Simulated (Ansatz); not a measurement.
The molecule AlSe, multiplicity 2 (the spin of the measured ground state). No spin–orbit coupling. Se is treated without relativity.

D_e counts from the fitted minimum to each atom's lowest state at the same level, without counterpoise.

Correlated levels freeze the inner cores; with def2 sets outer-core shells near the valence are correlated too.

Run with Ansatz (Gaussian basis) for Hartree–Fock, density functionals and correlated methods. Each number belongs to the level named beside it.

What bond energy D_e does CCSD/def2-TZVPP give?

325 kJ/mol

Predict the bond energy D_e from BHLYP/def2-TZVPP.

331 kJ/mol

Give the bond energy D_e at the level B2PLYP/def2-TZVPP.

360 kJ/mol

Ansatz is a program for electronic structure.
